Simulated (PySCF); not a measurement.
**A small calculation by hand: oscillator strength and radiative lifetime**

C3H7BF2O, SMILES CC[C@@H](F)B(O)F.

The structure is a stationary point at B3LYP-D3(BJ)/def2-SVP. The structure was generated by enumeration; whether it is a known compound was not checked. The values are those of a single conformer.

TDA-PBE/def2-SVPD (PySCF) puts the first singlet state with f over 0.02 at 7.40 eV (vertical), with the transition dipole (0.232, 0.147, -0.244) in atomic units.

**Question.** Find the oscillator strength, the wavelength and the radiative lifetime that this transition would have in vacuum if emission retraced absorption.

**Answer.** 
|μ|² = 0.1350 au, so |μ| = 0.93 D. ΔE = 7.40/27.211 = 0.2719 hartree. f = (2/3) ΔE |μ|² = 0.024 (the program prints 0.025).
λ = 1239.84/7.40 = 168 nm; ν = 59685 cm⁻¹.
Einstein's coefficient A = 0.6670 ν² f s⁻¹ (ν in cm⁻¹) = 5.8e7 s⁻¹, so τ = 1/A = 17 ns. This state is S4; the lower singlets have f = 0.006, 0.013, 0.008. The figure is the radiative limit of this one transition; relaxation, internal conversion, crossing to triplets and a medium change what is measured.
